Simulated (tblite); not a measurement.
Compound: C₅H₁₀B₃N.
Bonds: C1–B2, B2–C3, C3–C4 (double), C4–B5, B5–B6, B6–N7, B5–C8, C8–C9 (double), B2–C9. Hydrogens: H10, H11, H12 on C1; H13 on C3; H14 on C4; H15 on B6; H16, H17 on N7; H18 on C8; H19 on C9.

Computed with GFN2-xTB (tblite), gas phase: L-BFGS steps from a force-field or distance-geometry start until the largest atomic force falls under 0.01 eV/Å.

Step 152: E = -608.0698 eV
```
atom  x, y, z in Å  |  force x, y, z in eV/Å
C1     -3.1816    0.0285   -0.4374    0.026  -0.011   0.028
B2     -1.6382   -0.0741   -0.1038    0.009  -0.044   0.001
C3     -0.9279    1.0185    0.7311    0.006   0.004   0.018
C4      0.3126    0.8188    1.2272    0.004   0.014   0.009
B5      1.1647   -0.3062    0.5972   -0.026   0.018   0.007
B6      2.7694   -0.0334    0.2599   -0.006   0.007  -0.001
N7      3.2593    0.7616   -0.7601    0.013  -0.009   0.003
C8      0.4113   -1.5377    0.0526   -0.009  -0.010  -0.063
C9     -0.8353   -1.3549   -0.4345   -0.005  -0.016  -0.027
H10    -3.6222   -0.9190   -0.7422   -0.003   0.033  -0.028
H11    -3.7624    0.4087    0.4015   -0.001   0.030  -0.006
H12    -3.3284    0.7354   -1.2553   -0.022  -0.015   0.001
H13    -1.4646    1.9176    1.0247    0.006   0.032   0.023
H14     0.7402    1.5562    1.9018   -0.023   0.012   0.015
H15     3.5825   -0.5214    0.9659   -0.002   0.022   0.014
H16     4.2388    0.9450   -0.9112   -0.025  -0.015  -0.038
H17     2.6738    1.2252   -1.4353    0.012   0.008   0.011
H18     0.9097   -2.4880   -0.1143   -0.003  -0.054   0.016
H19    -1.3116   -2.1716   -0.9752    0.052  -0.005   0.015
```

Step 153: E = -608.0706 eV
```
atom  x, y, z in Å  |  force x, y, z in eV/Å
C1     -3.1753    0.0323   -0.4438    0.049   0.001   0.012
B2     -1.6312   -0.0713   -0.1073    0.000  -0.058   0.012
C3     -0.9220    1.0180    0.7329   -0.008   0.004   0.017
C4      0.3143    0.8148    1.2391   -0.025   0.022  -0.001
B5      1.1657   -0.3093    0.6097   -0.025  -0.005   0.006
B6      2.7677   -0.0353    0.2618   -0.011   0.019  -0.022
N7      3.2415    0.7615   -0.7647    0.023  -0.013   0.009
C8      0.4133   -1.5404    0.0623   -0.005  -0.012  -0.081
C9     -0.8291   -1.3537   -0.4346   -0.016  -0.017  -0.012
H10    -3.6153   -0.9145   -0.7513   -0.003   0.032  -0.014
H11    -3.7582    0.4139    0.3933    0.007   0.022  -0.018
H12    -3.3185    0.7382   -1.2638   -0.022  -0.014   0.015
H13    -1.4587    1.9180    1.0244    0.007   0.034   0.022
H14     0.7356    1.5517    1.9176   -0.007   0.010   0.021
H15     3.5896   -0.5237    0.9571    0.001   0.029   0.012
H16     4.2182    0.9482   -0.9280   -0.016  -0.017  -0.037
H17     2.6474    1.2231   -1.4341    0.005   0.003   0.023
H18     0.9108   -2.4922   -0.1027   -0.014  -0.037   0.025
H19    -1.3055   -2.1703   -0.9755    0.059  -0.001   0.010
```

Step 154: E = -608.0716 eV
```
atom  x, y, z in Å  |  force x, y, z in eV/Å
C1     -3.1695    0.0346   -0.4472    0.059   0.018  -0.007
B2     -1.6245   -0.0688   -0.1107   -0.014  -0.049   0.021
C3     -0.9174    1.0182    0.7349   -0.044   0.008   0.005
C4      0.3141    0.8120    1.2512   -0.034   0.025   0.000
B5      1.1662   -0.3109    0.6230   -0.019  -0.023   0.002
B6      2.7665   -0.0359    0.2675   -0.039   0.011  -0.015
N7      3.2253    0.7552   -0.7689    0.050   0.025  -0.038
C8      0.4166   -1.5400    0.0668    0.002  -0.008  -0.074
C9     -0.8218   -1.3501   -0.4389   -0.011  -0.011   0.010
H10    -3.6098   -0.9110   -0.7576   -0.002   0.022   0.003
H11    -3.7535    0.4181    0.3886    0.014   0.009  -0.026
H12    -3.3121    0.7395   -1.2686   -0.015  -0.008   0.023
H13    -1.4542    1.9194    1.0233    0.011   0.025   0.020
H14     0.7279    1.5487    1.9341    0.013   0.005   0.024
H15     3.5960   -0.5188    0.9553    0.018   0.019   0.028
H16     4.1991    0.9454   -0.9468   -0.015  -0.026  -0.025
H17     2.6227    1.2116   -1.4343   -0.002  -0.003   0.031
H18     0.9140   -2.4924   -0.0974   -0.018  -0.026   0.030
H19    -1.2955   -2.1659   -0.9818    0.046  -0.014  -0.011
```

Step 155: E = -608.0727 eV
```
atom  x, y, z in Å  |  force x, y, z in eV/Å
C1     -3.1592    0.0420   -0.4579    0.057   0.034  -0.028
B2     -1.6159   -0.0690   -0.1109   -0.034  -0.033   0.014
C3     -0.9112    1.0154    0.7406   -0.053   0.000   0.003
C4      0.3150    0.8049    1.2683   -0.055   0.024  -0.007
B5      1.1676   -0.3164    0.6404    0.001  -0.039  -0.016
B6      2.7648   -0.0368    0.2702   -0.032   0.022  -0.024
N7      3.2005    0.7557   -0.7759    0.033   0.017  -0.033
C8      0.4208   -1.5442    0.0763    0.018  -0.008  -0.040
C9     -0.8145   -1.3518   -0.4356   -0.015  -0.009   0.022
H10    -3.6033   -0.9003   -0.7732    0.004   0.012   0.020
H11    -3.7483    0.4303    0.3726    0.026  -0.003  -0.030
H12    -3.2943    0.7462   -1.2820    0.002  -0.009   0.038
H13    -1.4465    1.9191    1.0253    0.008   0.015   0.016
H14     0.7220    1.5402    1.9561    0.032   0.008   0.029
H15     3.6089   -0.5155    0.9439    0.003   0.028   0.016
H16     4.1692    0.9501   -0.9741    0.000  -0.026  -0.020
H17     2.5833    1.2074   -1.4316   -0.001  -0.010   0.043
H18     0.9164   -2.4990   -0.0826   -0.021  -0.005   0.027
H19    -1.2852   -2.1692   -0.9774    0.025  -0.017  -0.030
```

Question: Estimate the geometry and energy of step 156. (The exact step hangs on the optimiser's Hessian estimate; all steps are aligned on step 155, rigid shifts and turns removed.)

Answer: E = -608.0740 eV, largest force 0.063 eV/Å
```
atom  x, y, z in Å  |  force x, y, z in eV/Å
C1     -3.1515    0.0464   -0.4618    0.034   0.028  -0.036
B2     -1.6098   -0.0698   -0.1117   -0.033  -0.003  -0.003
C3     -0.9095    1.0140    0.7446   -0.059  -0.003  -0.001
C4      0.3117    0.8012    1.2826   -0.041   0.013   0.001
B5      1.1675   -0.3176    0.6557    0.010  -0.039  -0.030
B6      2.7628   -0.0348    0.2760   -0.036   0.003   0.013
N7      3.1833    0.7471   -0.7829    0.012   0.033  -0.052
C8      0.4262   -1.5426    0.0779    0.019  -0.009   0.010
C9     -0.8060   -1.3495   -0.4408    0.000  -0.008   0.033
H10    -3.5998   -0.8930   -0.7789    0.004  -0.003   0.027
H11    -3.7414    0.4387    0.3661    0.026  -0.010  -0.017
H12    -3.2844    0.7503   -1.2861    0.017   0.004   0.023
H13    -1.4438    1.9199    1.0252    0.001   0.000   0.014
H14     0.7119    1.5344    1.9765    0.042   0.008   0.023
H15     3.6173   -0.5023    0.9444   -0.003   0.019   0.020
H16     4.1475    0.9420   -0.9976    0.037  -0.019  -0.020
H17     2.5554    1.1910   -1.4330   -0.011  -0.002   0.024
H18     0.9209   -2.4987   -0.0760   -0.012   0.005   0.012
H19    -1.2680   -2.1675   -0.9878   -0.008  -0.017  -0.043
```

The energy changes by -0.0013 eV. The first-order estimate −F·Δx gives -0.0019 eV and the mean of the old and new forces, exact on a quadratic surface, -0.0013 eV. The step makes an angle of 82° with the force vector and moves no atom by more than 0.033 Å.

What follows is the cost of the whole relaxation. Hardware: an Arm Neoverse N1 with one thread, shared host with 64 logical CPUs at a one-minute load of 61. Cost: 2.4 s.
